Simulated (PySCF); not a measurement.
## Germanium: highly charged ions in a basis for the neutral atom

Ge⁶⁺ [Ar] 3d8, Ge⁷⁺ [Ar] 3d7. All numbers are calculated (PySCF 2.14, a scalar-relativistic core potential, in cc-pVDZ-PP with ECP10MDF (4s3p2d, 23 functions)). No spin-orbit coupling, so a gap to NIST mixes the basis error with missing relativistic terms.

Changed run: basis of the neutral atom used for a highly charged ion. This setting is unsound on purpose.

| species | method | sound run (hartree) | changed run (hartree) | converged |
| --- | --- | --- | --- | --- |
| Ge⁶⁺ | UHF | not run | -281.83151 | yes |
| Ge⁶⁺ | M06-2X | not run | -282.78624 | yes |
| Ge⁶⁺ | LDA | not run | -282.12716 | yes |
| Ge⁷⁺ | UHF | not run | -276.10238 | yes |
| Ge⁷⁺ | M06-2X | not run | -276.95566 | yes |
| Ge⁷⁺ | LDA | not run | -276.31914 | yes |

Ionisation energy of Ge⁶⁺:

| method | changed run (eV) | NIST (eV) |
| --- | --- | --- |
| UHF | 155.90 | 144.9 ± 1.5 |
| M06-2X | 158.66 | 144.9 ± 1.5 |
| LDA | 158.04 | 144.9 ± 1.5 |

The contracted functions were made for the neutral atom and can be too rigid for a highly charged ion.
